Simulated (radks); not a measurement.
Os II, configuration [Xe] 4f14 5d6 6s1 (the NIST ground configuration).

Calculated with a radial shooting solver on a logarithmic mesh with Libxc functionals: scalar-relativistic Kohn-Sham, r2SCAN, spin-polarised, spherical densities, finite nucleus; open shells are filled with parallel spins first (spin-orbit coupling, left out, can overturn this in heavy ions); meta-GGA in the generalised Kohn-Sham scheme; Fermi nuclear charge, rms radius 5.4126 fm.

Energy parts (eV):
part                       energy
total                  -469462.61
kinetic                 520161.40
electron-nucleus      -1162781.40
Hartree                 182373.27
exchange-correlation     -9215.89

Orbitals (lengths in bohr, moments of r in powers of bohr; r(max) is where P^2 peaks; r(90%) holds 90 % of the orbital's charge):
\begin{tabular}{lrrrrrr}
orbital & occ. & eigenvalue (eV) & <r> & r(max) & <1/r> & r(90%) \\ \hline
1s down & 1 & -73950.10 & 0.01774 & 0.01103 & 90.42 & 0.0323 \\
1s up & 1 & -73950.10 & 0.01774 & 0.01103 & 90.42 & 0.0323 \\
2s up & 1 & -12912.77 & 0.07489 & 0.06338 & 21.19 & 0.116 \\
2s down & 1 & -12912.43 & 0.07489 & 0.06337 & 21.19 & 0.116 \\
2p up & 3 & -11243.42 & 0.06728 & 0.05219 & 19.05 & 0.110 \\
2p down & 3 & -11243.16 & 0.06728 & 0.05219 & 19.05 & 0.110 \\
3s up & 1 & -3021.275 & 0.1937 & 0.1786 & 7.862 & 0.284 \\
3s down & 1 & -3021.236 & 0.1937 & 0.1786 & 7.862 & 0.284 \\
3p up & 3 & -2528.848 & 0.1944 & 0.1772 & 7.220 & 0.291 \\
3p down & 3 & -2528.782 & 0.1944 & 0.1772 & 7.220 & 0.291 \\
3d up & 5 & -1977.445 & 0.1763 & 0.1446 & 6.802 & 0.273 \\
3d down & 5 & -1977.246 & 0.1763 & 0.1446 & 6.802 & 0.273 \\
4s up & 1 & -649.8380 & 0.4318 & 0.4048 & 3.342 & 0.619 \\
4s down & 1 & -649.5497 & 0.4319 & 0.4049 & 3.341 & 0.619 \\
4p up & 3 & -487.5991 & 0.4591 & 0.4250 & 3.032 & 0.666 \\
4p down & 3 & -487.3442 & 0.4592 & 0.4250 & 3.032 & 0.666 \\
4d up & 5 & -285.0808 & 0.4890 & 0.4347 & 2.705 & 0.731 \\
4d down & 5 & -284.7728 & 0.4889 & 0.4348 & 2.705 & 0.731 \\
5s up & 1 & -102.3235 & 1.014 & 0.9166 & 1.323 & 1.46 \\
5s down & 1 & -100.1541 & 1.005 & 0.9130 & 1.335 & 1.44 \\
5p up & 3 & -61.3916 & 1.178 & 1.034 & 1.117 & 1.72 \\
4f up & 7 & -60.5617 & 0.5580 & 0.4068 & 2.237 & 0.912 \\
4f down & 7 & -60.0435 & 0.5547 & 0.4067 & 2.244 & 0.904 \\
5p down & 3 & -58.4912 & 1.162 & 1.027 & 1.134 & 1.69 \\
5d up & 5 & -15.6531 & 1.738 & 1.357 & 0.7509 & 2.71 \\
6s up & 1 & -14.3818 & 2.693 & 2.365 & 0.4725 & 3.91 \\
5d down & 1 & -11.7463 & 1.758 & 1.328 & 0.7536 & 2.78 \\
6s down & 0 & -10.6992 & 2.924 & 2.488 & 0.4316 & 4.31 \\
\end{tabular}

The highest occupied level is 5d down at -11.746 eV. Spin moment in Bohr magnetons: 5. For comparison, the ionisation energy in NIST's Atomic Spectra Database is 17 eV (semi-empirical). In exact Kohn-Sham theory the highest level is minus the ionisation energy, but local and semilocal functionals leave it too shallow, through self-interaction and a potential that decays too fast; potentials with the right tail come closer.

Run on one thread of a shared host, so times are rough (Arm Neoverse V2): 0.25 s of CPU time, 0.25 s wall, 12 iterations on 2360 mesh points.
